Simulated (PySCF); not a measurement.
Polarisability and C₆ of Cr²⁺ (chromium, charge +2)

[Ar] 3d4, high-spin 5D determinant. Computed with PySCF 2.14 in aug-cc-pVTZ, with the non-relativistic Hamiltonian (point nucleus). Coupled (time-dependent) response in atomic units; α is the mean over directions.

| method | mean α (bohr³) | α xx, yy, zz | C₆ (like pair) | S(−4) |
| --- | --- | --- | --- | --- |
| M06-2X | 3.963 | 3.711, 3.711, 4.468 | 11.81 | 8.841 |

S(−4) is the Cauchy moment in α(ω) = α(0) + S(−4) ω² + …

α(iu) at M06-2X:

| u (hartree) | α(iu) (bohr³) |
| --- | --- |
| 0 | 3.963 |
| 0.0500 | 3.942 |
| 0.100 | 3.879 |
| 0.200 | 3.661 |
| 0.300 | 3.385 |
| 0.500 | 2.846 |
| 0.750 | 2.322 |
| 1.00 | 1.933 |
| 1.50 | 1.398 |
| 2.00 | 1.050 |
| 3.00 | 0.6455 |
| 5.00 | 0.3095 |

A single London oscillator, α(iu) = α/(1 + u²/ω²), gives C₆ = (3/4) ω α². Matching the computed C₆ needs ω = 4 × 11.81 / (3 × 3.963²) = 1.00 hartree.

For an ion, C₆ is the dispersion term alone; charge-induced terms of lower order in 1/R come first.

The components differ because the open shell of this determinant is not spherical; for a pure term their mean is the scalar polarisability.
